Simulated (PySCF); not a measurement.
A GIAO shielding run with PySCF (density fitting, non-relativistic, gas phase) on SMILES C(CC(C)=O)C[SiH2]O, C₅H₁₂O₂Si:

```
$ OMP_NUM_THREADS=1 python probes_run.py task.json out

{"job": {"kind": "nmr", "xc": "PBE0", "basis": "pcSseg-1"}, "charge": 0, "multiplicity": 1}
C     -2.497954    -1.744922    -0.849127
C     -1.076800    -1.245196    -0.757664
O     -0.426762    -0.959885    -1.731999
C     -0.541332    -1.139748     0.655344
C      0.709392    -0.264857     0.732589
C      0.389517     1.210728     0.502539
Si     1.944608     2.241229     0.120864
O      2.773545     1.559249    -1.098133
H     -3.169038    -0.953573    -0.518450
H     -2.645553    -2.605082    -0.200904
H     -2.741241    -2.004147    -1.876197
H     -0.304511    -2.158992     0.976856
H     -1.325829    -0.761412     1.313935
H      1.187462    -0.388619     1.705909
H      1.408247    -0.615143    -0.029419
H     -0.294365     1.290734    -0.345816
H     -0.146728     1.604460     1.366439
H      2.906907     2.220491     1.215859
H      1.525088     3.599692    -0.235704
H      2.320199     1.125671    -1.817833
```

Hardware: 1 thread of an Intel Xeon, shared host. The job also computes population analyses, field gradients.

(1) How large is the calculation?

(2) How long does it take, and how much memory does it need?

Answers

(1) 72 electrons, 203 basis functions and 1074 auxiliary functions.

(2) 100 s of wall time, with 14 SCF cycles and 5 response iterations; peak memory 0.93 GiB. Times on a shared host scatter by some tens of per cent.
